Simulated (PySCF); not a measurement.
Members of one family of related compounds. Computed with TDDFT wB97X-D/def2-SVPD, vertical, gas phase, core orbitals frozen in the response (PySCF 2.14.0, density-fitted response routines). Geometries: PBE0-D3(BJ)/def2-SVP; one conformer of each isolated species. Triplets are in the Tamm–Dancoff approximation. 'Strongest' means the level of largest summed f among the lowest 10 singlets; it needn't be the same kind of state in each.

Task: Rank by computed HOMO–LUMO gap, highest first.
A. `BNC1CC1`
B. `BNc1ccccc1`
C. `BNB(C)C`
D. `BNCC=C`

Result: C (11.70 eV), D (11.45 eV), A (11.20 eV), B (9.25 eV).

```csv
SMILES,gap (eV),strongest (eV),first f ≥ 0.01 (nm),LUMO (eV),f (S1),S1 mainly
BNB(C)C,11.70,7.36,169,1.06,0.000,H-1→L (60%)
BNCC=C,11.45,7.65,170,1.98,0.043,H-2→L+1 (55%)
BNC1CC1,11.20,7.05,177,2.16,0.022,H→L+1 (80%)
BNc1ccccc1,9.25,6.63,244,0.90,0.042,H→L+1 (46%)
```

H and L stand for HOMO and LUMO.

Without π bonds the low states are Rydberg-like; a valence basis with one diffuse set may place them up to an eV too high.
